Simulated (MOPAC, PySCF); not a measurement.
Stepwise substitution at one centre (B OH-H). All species are isolated molecules in the gas phase. One relaxed conformer stands for each flexible species; it need not be the lowest. Strings in code marks are SMILES.

Quantity: redistribution energy (mixed species minus the weighted end members), in kcal/mol. Semi-empirical values (MOPAC) are differences of heats of formation.

Level 1: PBE-D3(BJ)/def2-TZVP // B3LYP-D3(BJ)/def2-TZVP (PySCF)
Level 2: B3LYP/3-21G // B3LYP-D3(BJ)/def2-TZVP (PySCF)
Level 3: PBE/6-31G* // B3LYP-D3(BJ)/def2-TZVP (PySCF)
Level 4: AM1 // B3LYP-D3(BJ)/def2-TZVP (MOPAC)

```
species                                                                      level 2  level 3  level 4
---------------------------------------------------------------------------  -------  -------  -------
2 of 3 OH replaced by H: `BO`                                                  -4.97    -5.09    -7.32
1 of 3 OH replaced by H: `OBO` (H–O–B–O torsion 180°, O–B–O–H torsion 180°)    -1.99    -3.80    -0.53
```

Task: What does level 1 give for each?

Result: 
- 2 of 3 OH replaced by H: `BO`: -4.54
- 1 of 3 OH replaced by H: `OBO` (H–O–B–O torsion 180°, O–B–O–H torsion 180°): -3.84
